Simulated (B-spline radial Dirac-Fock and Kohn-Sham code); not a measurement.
# L3 edges in EELS at 100 kV and 5 mrad, Nd to Ir

Method: the first Born approximation with generalised oscillator strengths from a Dirac-Hartree-Slater potential (longitudinal and transverse terms; continuum final states only, so no white lines or fine structure). Computed with an atomic code on a B-spline grid. Partial cross sections in barn for windows above the edge. Edges are tabulated values, any marked * orbital energies of the model.

| Z | element | edge (eV) | Δ = 50 eV | Δ = 100 eV | Δ = 200 eV |
| --- | --- | --- | --- | --- | --- |
| 60 | Nd | 6208.0 | 0.0949 | 0.186 | 0.357 |
| 61 | Pm | 6459.0 | 0.0808 | 0.158 | 0.304 |
| 62 | Sm | 6716.0 | 0.0690 | 0.135 | 0.259 |
| 63 | Eu | 6977.0 | 0.0592 | 0.115 | 0.222 |
| 64 | Gd | 7243.0 | 0.0498 | 0.0978 | 0.189 |
| 67 | Ho | 8071.0 | 0.0330 | 0.0639 | 0.123 |
| 68 | Er | 8358.0 | 0.0288 | 0.0555 | 0.107 |
| 69 | Tm | 8648.0 | 0.0251 | 0.0483 | 0.0928 |
| 70 | Yb | 8944.0 | 0.0220 | 0.0422 | 0.0809 |
| 71 | Lu | 9244.0 | 0.0185 | 0.0361 | 0.0699 |
| 72 | Hf | 9561.0 | 0.0158 | 0.0311 | 0.0605 |
| 75 | Re | 10535.0 | 0.0101 | 0.0203 | 0.0400 |
| 76 | Os | 10871.0 | 0.00878 | 0.0177 | 0.0350 |
| 77 | Ir | 11215.0 | 0.00760 | 0.0155 | 0.0307 |
